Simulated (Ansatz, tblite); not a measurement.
Adding an electron: the cluster B6⁺. Total charge 1; doublet. Geometry: r2SCAN-D4/def2-SVP. Ansatz, gas phase; energy differences of separate SCF runs; the reduced species is a triplet (the singlet lies 0.74 eV higher at PBE0-D4/def2-TZVP).

```xyz
6

B    -0.4366    0.7708    0.4125
B    -0.7955   -1.0866    0.5196
B    -1.5652    0.0327    1.3262
B     1.6238   -0.0338   -1.2540
B     0.4837   -0.7714   -0.3541
B     0.6898    1.0883   -0.6502
```

The xTB rows come from tblite. The structure comes from a short search, and lower isomers may exist.

```
               level  −HOMO (eV)  −LUMO (eV)  vertical EA (eV)  HOMO–LUMO gap (eV)                                                                              remarks
            GFN1-xTB           –           –             12.20                   –                                                                                    –
    PBE-D4/def2-TZVP       11.99       11.25              8.51                0.73                                           spin-contaminated (⟨S²⟩ 0.84) (+1 doublet)
r2SCANh-D4/def2-TZVP       12.74       10.81              8.58                1.93  spin-contaminated (⟨S²⟩ 0.98) (+1 doublet), spin-contaminated (⟨S²⟩ 2.26) (triplet)
```

**Question.** Estimate the rows for GFN2-xTB, PBE0-D4/def2-TZVP.

**Answer.** 
```tsv
level	−HOMO (eV)	−LUMO (eV)	vertical EA (eV)	HOMO–LUMO gap (eV)	remarks
GFN2-xTB	–	–	9.95	–	–
PBE0-D4/def2-TZVP	13.01	10.41	8.52	2.61	spin-contaminated (⟨S²⟩ 0.94) (+1 doublet), spin-contaminated (⟨S²⟩ 2.21) (triplet)
```

  HOMO and LUMO are the levels of the spin that leaves or enters (xTB has no such levels and no spin-polarisation term). Other spin states of the ions may lie lower, which would lower the ionisation energy or raise the affinity. Raw xTB energy differences between charge states are shifted by several eV; the methods need an empirical correction for them.
